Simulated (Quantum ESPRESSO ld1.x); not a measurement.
Species: Bi63+. Configuration: [Ar] 3d2 (the NIST ground configuration). All-electron calculation, scalar-relativistic Kohn-Sham, LDA (Slater exchange, Perdew-Wang correlation), spin-polarised, spherical densities, point nucleus; open shells are filled with parallel spins first. Program: ld1.x of Quantum ESPRESSO 7.5. Some entries of the table are withheld. Estimate them.

orbital  occ.  eigenvalue (eV)  <1/r> (bohr^-1)  r(max) (bohr)
1s up       1         -95416.4            103.3         0.0096
1s down     1         -95416.0            103.3         0.0096
2s up       1         -20969.2            24.43          0.056
2s down     1         -20956.3            24.44          0.056
2p up       3         -18635.7            21.35          0.047
2p down     3         -18624.9            21.36          0.047
3s up       1         -8073.92            9.610          0.153
3s down     1         -8059.07            9.597          0.153
3p up       3         -7396.49            8.728          0.152
3p down     3         -7381.72            8.716          0.152
3d up       2              (1)            8.191          0.122
3d down     0              (2)            8.184          0.122
4s up       0         -4193.48              (3)          0.310
4s down     0         -4188.15              (4)          0.310
4p up       0         -3923.46            4.628          0.318
4p down     0         -3918.26            4.622          0.318

Answer. 
(1) 3d up eigenvalue (eV): -6830.95
(2) 3d down eigenvalue (eV): -6812.50
(3) 4s up <1/r> (bohr^-1): 4.979
(4) 4s down <1/r> (bohr^-1): 4.973
